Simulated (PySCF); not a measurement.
BGeH5O.

```xyz
8

B      0.6025    -1.2329     0.0000
Ge    -0.0296     0.7492     0.0000
H      0.4807     1.5115    -1.2400
H     -1.5753     0.8529     0.0000
H      0.4807     1.5115     1.2400
H      1.7785    -1.5235     0.0000
O     -0.2557    -2.2690     0.0000
H     -1.1844    -2.0103     0.0000
```

Geometry: PBE0-D3(BJ)/def2-SVP. One conformer was computed; it need not be the lowest.

These are HF/pcSseg-1 run with PySCF values and carry that method's errors. Non-relativistic, no solvent.

Give the absolute GIAO shielding of each atom: isotropic value and principal components (ppm). (An estimate is asked for; the answer gives what the named calculation found.)


```json
[
 {"atom": "B1", "σ(iso)": "53.6", "σ11": "-7.1", "σ22": "56.7", "σ33": "111.1", "span": "118.3"},
 {"atom": "Ge2", "σ(iso)": "1788.9", "σ11": "1727.8", "σ22": "1797.5", "σ33": "1841.5", "span": "113.7"},
 {"atom": "H3", "σ(iso)": "28.3", "σ11": "22.7", "σ22": "23.3", "σ33": "39.1", "span": "16.4"},
 {"atom": "H4", "σ(iso)": "28.8", "σ11": "23.0", "σ22": "24.0", "σ33": "39.4", "span": "16.4"},
 {"atom": "H5", "σ(iso)": "28.3", "σ11": "22.7", "σ22": "23.3", "σ33": "39.1", "span": "16.4"},
 {"atom": "H6", "σ(iso)": "25.7", "σ11": "22.9", "σ22": "24.7", "σ33": "29.5", "span": "6.6"},
 {"atom": "O7", "σ(iso)": "121.2", "σ11": "-87.8", "σ22": "133.3", "σ33": "318.3", "span": "406.1"},
 {"atom": "H8", "σ(iso)": "25.4", "σ11": "20.2", "σ22": "25.3", "σ33": "30.6", "span": "10.4"}
]
```
